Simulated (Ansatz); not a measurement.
```yaml
crystal:
  periodic: [false, false, false]
  atoms:
    - {symbol: C, position_ang: [-0.867851, -0.274914, 0.843304]}
    - {symbol: Sn, position_ang: [0.616081, 0.176910, -0.591627]}
    - {symbol: Cl, position_ang: [2.491729, -1.147107, -0.345052]}
    - {symbol: Cl, position_ang: [-0.141471, -0.135826, -2.750355]}
    - {symbol: Cl, position_ang: [1.324089, 2.369859, -0.444740]}
    - {symbol: H, position_ang: [-1.171052, -1.312402, 0.711235]}
    - {symbol: H, position_ang: [-0.445139, -0.125457, 1.835651]}
    - {symbol: H, position_ang: [-1.714285, 0.391839, 0.685985]}
basis:
  gaussian: {orbitals: def2-mTZVPP}
hamiltonian: {xc: {name: HF}}
correlation: {method: rpa}
```

```sh
$ ansatz run in.yaml --threads 4 --pin off --events-out ev --progress --plain --max-ram 10444MiB
```

It prints (some lines left out):

```
Functional definition: HF
1479 factors; integrals over basis functions are off by at most 4.5e-4 eV
mean field evaluation 1: about -44397.5762 eV, gradient 2.7e1 eV
mean field evaluation 2: about -44397.5784 eV, gradient 2.7e1 eV
mean field evaluation 4: about -44399.6100 eV, gradient 2.4e0 eV
mean field evaluation 8: about -44399.6351 eV, gradient 1.1e-4 eV
mean field -44399.63509677 eV, -1631.6564946527 hartree, gradient 1.2e-6 eV, S^2 0.000000; 0 other end points of the search recorded, 0 dependent functions left out
20 core orbitals not correlated: weight in the atoms' cores, before any rotation towards them, 1.000 or more for the frozen orbitals, at most 0.000 for the correlated occupied ones
reference -44399.63509677 eV, -1631.6564946527 hartree; 21, 21 occupied and 110, 110 virtual orbitals, 1479 factors
Total energy: -44423.13098388 eV, -1632.5199525779 hartree
```

Run time 3 s (4 threads of an Intel Xeon Platinum 8488C on a shared host); peak host memory 0.5 GiB.
